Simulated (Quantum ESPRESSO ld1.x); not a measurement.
Initial-state core-level shifts of the manganese ion Mn+ when its valence configuration changes from [Ar] 3d5 4s1. Method: scalar-relativistic Kohn-Sham, LDA (Slater exchange, VWN5 correlation), spin-polarised, spherical densities, point nucleus; open shells are filled with parallel spins first; computed with ld1.x of Quantum ESPRESSO 7.5. Shifts are changes of the shell-averaged eigenvalues in eV (positive: less bound).

3d4 4s1 4p1: 2s -9.047; 2p -8.955; 3s -7.842; 3p -7.612
3d3 4s1 4p2: 2s -19.437; 2p -19.234; 3s -16.328; 3p -15.833
3d4 4s2: 2s -7.910; 2p -7.826; 3s -6.739; 3p -6.530
3d3.5 4s0.5 4p2: 2s -14.701; 2p -14.553; 3s -12.643; 3p -12.280
3d5 4p1: 2s -1.296; 2p -1.297; 3s -1.371; 3p -1.370
3d3 4s2 4p1: 2s -18.498; 2p -18.306; 3s -15.416; 3p -14.939
3d5 4s0.5 4p0.5: 2s -0.655; 2p -0.656; 3s -0.692; 3p -0.692
3d6: 2s +5.266; 2p +5.204; 3s +4.643; 3p +4.489
3d4.5 4s1 4p0.5: 2s -4.343; 2p -4.299; 3s -3.823; 3p -3.715
